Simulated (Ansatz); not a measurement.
The lowest singlet and triplet of Cl2Si (SMILES Cl[Si]Cl); geometries from B3LYP-D3(BJ)/def2-TZVP, each state relaxed from the structure named, with no frequency check.
Singlet at the triplet's geometry (charge 0, multiplicity 1):
```xyz
3

Cl    -1.771    -0.309     0.000
Si     0.000     0.749     0.000
Cl     1.772    -0.307     0.000
```

A positive gap puts the triplet lower; no zero-point energy. R- takes a restricted singlet. U- takes an unrestricted singlet (broken symmetry where lower, unprojected). The triplet is unrestricted in single-reference levels.

Frozen-core correlation.

Codes used: Ansatz (a quantum-chemistry and plane-wave program) with Gaussian orbitals. Values without a source in brackets are computed.

Problem. One of these levels gives -123.4 kJ/mol for the gap E(singlet) − E(triplet), vertical, at the triplet's geometry. Which?
A. U-MP2/cc-pV(T+d)Z (spin-contaminated)
B. R-PBE/def2-TZVPP
C. U-HF/cc-pV(D+d)Z (spin-contaminated)

Solution. C, U-HF/cc-pV(D+d)Z (spin-contaminated). The others give -187.7 (R-PBE/def2-TZVPP), -170.0 (U-MP2/cc-pV(T+d)Z (spin-contaminated))
